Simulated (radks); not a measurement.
Question: Neutral palladium, [Kr] 4d10. Calculated with a radial shooting solver on a logarithmic mesh with Libxc functionals: non-relativistic Kohn-Sham, exchange-only LDA, spin-polarised, spherical densities, point nucleus. Every spin shell is full or empty, so the densities are truly spherical. Functionals are evaluated on that one density, not self-consistently. Rank these exchange functionals by their error against the exact value of the orbitals, and give that value: LDA, PBEsol, RPBE, PW91, PW86, B86b, G96, EV93, MVS.

Answer: Exact: -138.777 hartree. From best to worst, with 100 (|E| - |E exact|)/|E exact| (equal figures are ties): PW86 -0.07, PW91 +0.08, B86b +0.09, MVS +0.11, RPBE -0.14, EV93 -0.17, G96 +0.42, PBEsol -2.25, LDA -4.93.
